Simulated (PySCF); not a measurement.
## Working out the ionisation energy of O(2+)

O(2+) [He] 2s2 2p2 (3P) → O(3+) [He] 2s2 2p1 (2P). All numbers are calculated (PySCF 2.14, no relativity, point nucleus, in aug-cc-pVQZ). Frozen: 1s2. Energies in hartree (1 hartree = 27.21139 eV):

| part | O(2+) (lower) | O(3+) (upper) |
| --- | --- | --- |
| UHF | -73.105150 | -71.098324 |
| MP2 opposite-spin | -0.068078 | -0.062382 |
| MP2 same-spin | -0.014396 | -0.004235 |

Task: What does Hartree-Fock give?

Result: (-71.098324) − (-73.105150) = 2.006826 hartree = 54.609 eV.

Task: What do MP2 and SCS-MP2 (6/5 opposite-spin, 1/3 same-spin) give?

Result: The opposite-spin parts differ by 0.155 eV and the same-spin parts by 0.276 eV. MP2: 54.609 + (0.155) + (0.276) = 55.040 eV. SCS-MP2: 54.609 + 1.2 × (0.155) + (0.276)/3 = 54.887 eV.

A first-order spin-orbit estimate adds -0.005 eV to MP2 (valence), giving 55.035 eV against 54.936 eV (semi-empirical (NIST evaluation); NIST Atomic Spectra Database, ionization energies).

What remains against the reference includes basis incompleteness, the frozen core and correlation beyond second order.
